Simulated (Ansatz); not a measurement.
**A ladder of methods for GeH3 (SMILES [GeH3])**

GeH3 has 4 atoms, charge 0, and is taken as a doublet. SMILES: `[GeH3]`. The shape was relaxed beforehand at B3LYP/def2-SVP.

Each level gives the adiabatic electron affinity (to the singlet anion, shapes relaxed at B3LYP/def2-SVP, no zero-point term) (eV). The values are calculated.

The electron affinity is E(neutral) − E(anion): positive where the electron is bound.

```json
{"level": "UHF/def2-TZVPP", "kind": "Hartree–Fock", "program": "Ansatz", "value (eV)": "0.26", "CPU time (all runs)": "0.84 s"}
{"level": "USVWN5/def2-TZVPP", "kind": "LDA", "program": "Ansatz", "value (eV)": "1.58", "CPU time (all runs)": "1.1 s"}
{"level": "U-r2SCAN/def2-TZVPP", "kind": "meta-GGA", "program": "Ansatz", "value (eV)": "1.32", "CPU time (all runs)": "4.5 s"}
{"level": "UPBE0-D4/def2-TZVPP", "kind": "global hybrid", "program": "Ansatz", "value (eV)": "1.34", "CPU time (all runs)": "2.2 s"}
{"level": "U-wB97M-V/def2-TZVPP", "kind": "range-separated hybrid", "program": "Ansatz", "value (eV)": "1.36", "CPU time (all runs)": "7.8 s"}
{"level": "UCAM-B3LYP/def2-TZVPP", "kind": "range-separated hybrid", "program": "Ansatz", "value (eV)": "1.39", "CPU time (all runs)": "2.7 s"}
{"level": "RPA@PBE/def2-TZVPP", "kind": "RPA", "program": "Ansatz", "value (eV)": "1.53", "CPU time (all runs)": "2.9 s"}
{"level": "UMP2/def2-TZVPP", "kind": "perturbation theory", "program": "Ansatz", "value (eV)": "1.14", "CPU time (all runs)": "1.3 s"}
```

All-electron rows without a relativistic Hamiltonian named are non-relativistic. The values span 0.26 to 1.58 eV. In the correlated wave-function rows the outer d shell of Ge is correlated, in sets not made for it. In so small a basis fixed costs decide the times, and correlated methods can beat functionals. Times are those of the runs behind each value, whatever else they computed, on shared processors of several kinds: orders of magnitude only.
